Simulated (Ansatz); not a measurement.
The lowest doublet and quartet of CH (SMILES [CH]); geometries from B3LYP-D3(BJ)/def2-TZVP, each state relaxed from the structure named, with no frequency check.
Doublet at the quartet's geometry (charge 0, multiplicity 2):
```xyz
2

C      0.0000     0.0000    -0.1563
H      0.0000     0.0000     0.9375
```

```
level                                     gap E(doublet) − E(quartet), vertical, at the quartet's geometry (eV)  cost
----------------------------------------  ---------------------------------------------------------------------  ----
U-SVWN5/def2-TZVPP                                                                                       -0.472  ×0.4
U-PBE0/def2-TZVPP (spin-contaminated)                                                                    -0.534    ×1
U-wB97M-V/def2-TZVPP                                                                                     -0.841    ×2
U-MP2/cc-pVDZ (spin-contaminated)                                                                        -0.152     -
U-MP2/cc-pVQZ (spin-contaminated)                                                                        -0.327     -
U-SCS-MP2/cc-pVTZ (spin-contaminated)                                                                    -0.619     -
U-SCS-MP2/cc-pVQZ (spin-contaminated)                                                                    -0.691     -
U-CCSD/cc-pVQZ (spin-contaminated)                                                                       -0.668     -
U-CCSDT/cc-pVDZ (spin-contaminated)                                                                      -0.539     -
U-CCSDT/cc-pVQZ (spin-contaminated)                                                                      -0.714     -
U-CCSDT(Q)/cc-pVDZ (spin-contaminated)                                                                   -0.540    ×3
U-CCSDT(Q)/cc-pVQZ (spin-contaminated)                                                                   -0.715  ×100
SA-CASSCF(5,5)/cc-pVDZ                                                                                   -0.235     -
SA-CASSCF(5,5)/cc-pVTZ                                                                                   -0.275     -
SC-NEVPT2 on SA-CASSCF(5,5)/cc-pVTZ                                                                      -0.654     -
SC-NEVPT2 on SA-CASSCF(5,5)/cc-pVQZ                                                                      -0.706     -
FIC-NEVPT4(SD) on SA-CASSCF(5,5)/cc-pVDZ                                                                 -0.565     -
FIC-NEVPT4(SD) on SA-CASSCF(5,5)/cc-pVTZ                                                                 -0.719     -
FIC-MRCISD+Q on SA-CASSCF(5,5)/cc-pVTZ                                                                   -0.723     -
FIC-MRCISD+Q on SA-CASSCF(5,5)/cc-pVQZ                                                                   -0.766     -
```

The rows run from -0.841 (U-wB97M-V/def2-TZVPP) to -0.152 eV (U-MP2/cc-pVDZ (spin-contaminated)). From cc-pVDZ (spin-contaminated) to cc-pVQZ (spin-contaminated) U-MP2 changes by -0.175.

A positive gap puts the quartet lower; no zero-point energy. U- takes an unrestricted doublet. The quartet is unrestricted in single-reference levels. Active spaces average the two states.

Cores are frozen in the correlated methods.

Doubts at one or more of the structures used: T1 above 0.05 (U-CCSD/cc-pVQZ (spin-contaminated), U-CCSDT/cc-pVDZ (spin-contaminated), U-CCSDT/cc-pVQZ (spin-contaminated), U-CCSDT(Q)/cc-pVDZ (spin-contaminated), U-CCSDT(Q)/cc-pVQZ (spin-contaminated)).

Run with Ansatz (Gaussian orbitals). Values without a source in brackets are computed.

Costs are rough ratios of core time to U-PBE/def2-TZVPP (spin-contaminated) (about 2.2 s over the structures, on one shared machine); a dash marks a level with no comparable run of its own.

Ansatz is a quantum-chemistry and plane-wave program.
